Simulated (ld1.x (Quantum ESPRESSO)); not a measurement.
Building the PAW potential for mercury (PBE, fully relativistic).

```
Element                 : Hg (Z = 80)
Generator               : ld1.x (Quantum ESPRESSO) 7.5
Type                    : PAW
Functional              : PBE
Relativity              : fully relativistic
Frozen core             : [Kr] 4d10
Valence charge          : 34
Reference configuration : 4f14 5s2 5p6 5d10 6s0 6p0 (charge +2)
Partial waves           : 5s (bound): rcut 1.15, rcutus 1.35 bohr; 6s (bound, empty): rcut 1.15, rcutus 1.35 bohr; 5p (bound): rcut 1.55, rcutus 1.75 bohr; 6p (bound, empty): rcut 1.55, rcutus 1.75 bohr; 5d (bound): rcut 1.40, rcutus 1.60 bohr; 5d channel at -1.2 Ry: rcut 1.40, rcutus 1.60 bohr; 4f (bound): rcut 0.45, rcutus 0.60 bohr; 4f channel at -7.85 Ry: rcut 0.45, rcutus 0.60 bohr
Local potential         : all-electron potential smoothed inside 1.35 bohr (lloc = -2)
Core correction         : Bessel-smoothed model core inside 0.35 bohr
Augmentation charge     : PSQ, inside the norm-conserving radii
```

Open shells are filled in proportion to 2j + 1 (rel_dist='average').

All-electron outer shells of the reference configuration (PBE, scalar-relativistic, ld1.x):

```csv
shell,level (eV),outermost node (bohr),outermost maximum (bohr)
4p,-596.02,0.22,0.39
4d,-367.91,0.20,0.40
5s,-137.40,0.47,0.82
4f,-115.06,–,0.37
5p,-85.79,0.51,0.93
5d,-28.78,0.55,1.15
6s,-23.36,1.07,2.08
6p,-14.86,1.26,2.67
```

**Question.** Does the generator finish with these settings?

**Answer.** No. ld1.x (Quantum ESPRESSO) 7.5 stopped with "compute_chi: chi too large beyond r_c": the function χ = (ε − T − V_loc)φ does not vanish beyond the cutoff radius.
